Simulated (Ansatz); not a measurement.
C3H11BSi can be A, `C[SiH2]B(C)C`, or B, `BCC[SiH2]C`.

Program: Ansatz. Geometries: PBE0-D4/def2-TZVP. ΔE: electronic, gas phase. CCSD(T)/CBS adds triple-zeta CCSD(T) − MP2 to the extrapolated MP2 energy (def2 sets, frozen cores). DFT in def2-TZVPP. B3LYP here is the variant with VWN-RPA as its local correlation; programs differ in this. Each species was taken in one conformer, which may not be the lowest.

A:

Z-matrix (Å, degrees):
```
C
Si 1 1.880
H 1 1.093 2 110.7
H 1 1.092 2 111.5 3 120.2
H 1 1.093 2 110.8 3 -119.6
B 2 2.030 1 115.1 3 58.1
H 2 1.498 1 109.0 3 -62.7
H 2 1.496 1 109.3 3 -177.7
C 6 1.562 2 120.9 1 -13.7
C 6 1.562 2 118.9 1 167.3
H 9 1.094 6 114.6 2 161.9
H 9 1.103 6 104.8 2 -82.0
H 9 1.093 6 115.1 2 33.3
H 10 1.094 6 114.1 2 153.6
H 10 1.092 6 115.8 2 24.7
H 10 1.103 6 104.4 2 -91.2
```

B:

```xyz
16

B    -2.473    0.417    1.225
C    -1.112   -0.130    0.718
C     0.014    0.866    0.428
Si    1.619    0.072   -0.140
C     1.392   -0.886   -1.734
H    -2.672    1.590    1.375
H    -3.360   -0.351    1.473
H    -0.787   -0.894    1.444
H    -1.341   -0.743   -0.169
H    -0.309    1.585   -0.333
H     0.224    1.463    1.322
H     2.102   -0.854    0.926
H     2.661    1.122   -0.334
H     1.043   -0.231   -2.536
H     2.334   -1.336   -2.054
H     0.663   -1.691   -1.612
```

**Question.** Which is lower in electronic energy at CCSD(T)/CBS, and by how much? (Best estimate.)

**Answer.** The calculation gave: A, by 11.4 kcal/mol.

**Question.** Give E(B) − E(A) in kcal/mol with ωB97M-V, B3LYP, PBE0-D4, CCSD(T)/def2-TZVPP, CCSD/def2-TZVPP, r2SCAN-D4, B3LYP-D4. (Best estimate.)

**Answer.** Ansatz gave: ωB97M-V 11.1, B3LYP 12.5, PBE0-D4 13.8, CCSD(T)/def2-TZVPP 11.4, CCSD/def2-TZVPP 11.0, r2SCAN-D4 13.9, B3LYP-D4 12.4. None reverses the order clearly.

Largest T1 diagnostic: 0.011.

In def2-TZVPP, CCSD(T) changes the Hartree–Fock value by +2.7 kcal/mol (the triples alone add +0.3 kcal/mol) and MP2 by +1.7 kcal/mol. From PBE to PBE0 (25 % exact exchange), in def2-TZVPP and without D4, E(B) − E(A) moves by −1.2 kcal/mol.
